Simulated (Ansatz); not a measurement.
Total energies of BrH$_{5}$OSi$_{2}$ (`O[SiH2][SiH2]Br`).

```xyz
9

O    -1.128   -1.025   -1.299
Si   -0.890   -0.629    0.283
Si    0.804    0.994    0.392
Br    2.303    0.275   -1.119
H    -0.336   -1.126   -1.833
H    -0.456   -1.797    1.101
H    -2.186   -0.128    0.803
H     0.390    2.355   -0.030
H     1.499    1.081    1.702
```

Charge 0, multiplicity 1. Correlated methods include outer-core shells of Br, which these sets cover unevenly. Scalar relativity is left out up to krypton. All single points use the PBE0-D4/def2-TZVP geometry. It is one conformer, not always the lowest. Basis def2-TZVPP, Ansatz.

RPA on PBE orbitals: Hartree–Fock energy of these orbitals -3228.14347 Eh, correlation -1.25668 Eh (frozen core).

| functional | kind | energy without D4 (Eh) | D4 term (kJ/mol) |
| --- | --- | --- | --- |
| LDA (SPW92) | LDA | -3225.05704 | – |
| revPBE | GGA | -3231.13873 | -56.7 |
| BLYP | GGA | -3231.50683 | -47.2 |
| r2SCAN | meta-GGA | -3231.40559 | -5.1 |
| B3LYP | global hybrid, 20 % | -3231.58444 | -36.1 |
| r2SCANh | meta-GGA hybrid, 10 % | -3231.39767 | -5.6 |
| BHLYP | global hybrid, 50 % | -3231.46678 | -31.3 |
| CAM-B3LYP | range-separated hybrid | -3231.62307 | -19.7 |
| LC-ωPBE | long-range corrected hybrid | -3230.93203 | – |
| B2PLYP | double hybrid | -3230.83468 | – |

Give the same for PBE, B97M-V, PBE0, r2SCAN0, HSE06 (plane-wave form), ωB97X-V, ωB97M-V, PBE-QIDH. (Best estimate.)

Computed: 
| functional | kind | energy without D4 (Eh) | D4 term (kJ/mol) |
| --- | --- | --- | --- |
| PBE | GGA | -3230.73487 | -22.1 |
| B97M-V | meta-GGA with VV10 | -3230.87692 | – |
| PBE0 | global hybrid, 25 % exact exchange | -3230.88617 | -18.9 |
| r2SCAN0 | meta-GGA hybrid, 25 % | -3231.38703 | -6.3 |
| HSE06 (plane-wave form) | screened hybrid | -3230.87374 | -17.9 |
| ωB97X-V | range-separated hybrid GGA with VV10 | -3231.15926 | – |
| ωB97M-V | range-separated hybrid meta-GGA with VV10 | -3231.29196 | – |
| PBE-QIDH | double hybrid | -3230.39938 | – |

B3LYP takes the VWN-RPA correlation (the form of Gaussian; ORCA's B3LYP/G). HSE06 is the plane-wave form, built on full-range PBE exchange. The double hybrids freeze the cores in their second-order part.

LC-ωPBE has ω = 0.4 bohr⁻¹.
